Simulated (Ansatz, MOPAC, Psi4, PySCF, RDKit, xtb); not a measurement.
Dimer: ethylamine (SMILES CCN) (first 10 atoms) with HF (SMILES F); geometry from B3LYP-D3(BJ)/def2-TZVP, rigid monomers moved along the line of their centres of mass till N3···H12 is 2.86 Å.
(charge 0, multiplicity 1):
```xyz
12

C      1.2488     0.4907     0.0162
C     -0.2581     0.3102    -0.0588
N     -0.6906    -0.7789     0.8387
H      1.5661     1.3184    -0.6192
H      1.5586     0.6969     1.0408
H      1.7683    -0.4086    -0.3250
H     -0.5677     0.1293    -1.0943
H     -0.7585     1.2201     0.2771
H     -1.6941    -0.9165     0.7888
H     -0.2540    -1.6555     0.5716
F     -0.0192    -0.0530     4.5132
H     -0.3041    -0.3820     3.6416
```

```csv
level,interaction energy (kJ/mol),cost
UFF,-1.5,-
GFN-FF,-18.0,-
AM1,-9.8,-
PM3,-6.9,-
PM6,-11.9,-
PM7,-14.6,-
GFN1-xTB,-11.0,-
GFN2-xTB,-16.4,-
HF/STO-3G (no counterpoise),-9.8,-
HF/3-21G (no counterpoise),-27.2,-
HF/6-31G*,-21.6,-
HF/6-31G* (no counterpoise),-24.2,-
HF/aug-cc-pVDZ,-20.2,-
PBE/def2-TZVPPD,-22.0,×1
PBE-D3(BJ)/def2-TZVPPD,-23.4,×1
PBE-D4/def2-TZVPPD,-23.0,×1
BP86/6-31G* (no counterpoise),-24.3,-
r2SCAN/def2-TZVPPD,-21.5,×2
r2SCAN-D3(BJ)/def2-TZVPPD,-22.2,×2
r2SCAN-D4/def2-TZVPPD,-22.1,×2
B3LYP/3-21G (no counterpoise),-28.5,-
B3LYP/6-31G*,-21.6,-
B3LYP/6-31G* (no counterpoise),-25.7,-
B3LYP/6-311+G** (no counterpoise),-23.3,-
B3LYP/def2-TZVPPD,-20.4,×1
B3LYP-D3(BJ)/def2-TZVPPD,-22.5,×1
B3LYP-D4/def2-TZVPPD,-21.7,×1
PBE0/def2-TZVPPD,-21.3,×1
PBE0-D3(BJ)/def2-TZVPPD,-22.7,×1
PBE0-D4/def2-TZVPPD,-22.3,×1
M06-2X/6-31G* (no counterpoise),-25.3,-
wB97X-V/def2-TZVPPD,-22.0,×3
wB97M-V/def2-TZVPPD,-21.8,×4
MP2/6-31G*,-22.3,-
MP2/6-31G* (no counterpoise),-26.8,-
MP2/aug-cc-pVDZ,-21.4,-
SCS-MP2/aug-cc-pVDZ,-20.7,-
CCSD/aug-cc-pVDZ,-20.8,-
CCSD(T)/aug-cc-pVDZ,-21.1,×10
SAPT0/jun-cc-pV(D+d)Z,-22.8,-
```

The rows run from -28.5 (B3LYP/3-21G (no counterpoise)) to -1.5 kJ/mol (UFF). In aug-cc-pVDZ the value moves HF -20.2, MP2 -21.4, CCSD -20.8, CCSD(T) -21.1, a shift of -0.9 from HF to CCSD(T). The dispersion term adds -1.5 in PBE-D3(BJ), -1.0 in PBE-D4, -0.8 in r2SCAN-D3(BJ). The 6 functionals in def2-TZVPPD without D3 or D4 span 1.6, from wB97X-V to B3LYP.

Counterpoise-corrected where a basis set is named; no monomer relaxation. Rows marked so take none. RDKit's UFF carries no charges.

Correlated levels freeze the cores. Rows in 3-21G, 6-311+G**, 6-31G*, STO-3G carry no dispersion term and start afresh at each structure (6-31G* with six Cartesian d functions). MP2/6-31G* freezes PySCF's default core. The state that AM1, PM3, PM6, PM7 reach isn't checked; PM7 holds dispersion and hydrogen-bond terms.

Codes used: Ansatz (a first-principles code) with Gaussian orbitals; MOPAC for AM1, PM3, PM6, PM7 (differences of heats of formation); Psi4 for SAPT; PySCF for 3-21G rows, 6-311+G** rows, 6-31G* rows, STO-3G rows, the dispersion terms; RDKit for the force fields; xtb for the GFN methods. Values without a source in brackets are computed.

Costs are rough ratios of core time to PBE/def2-TZVPPD (about 7 s over the structures, on one shared machine); a dash marks a level with no comparable run of its own.
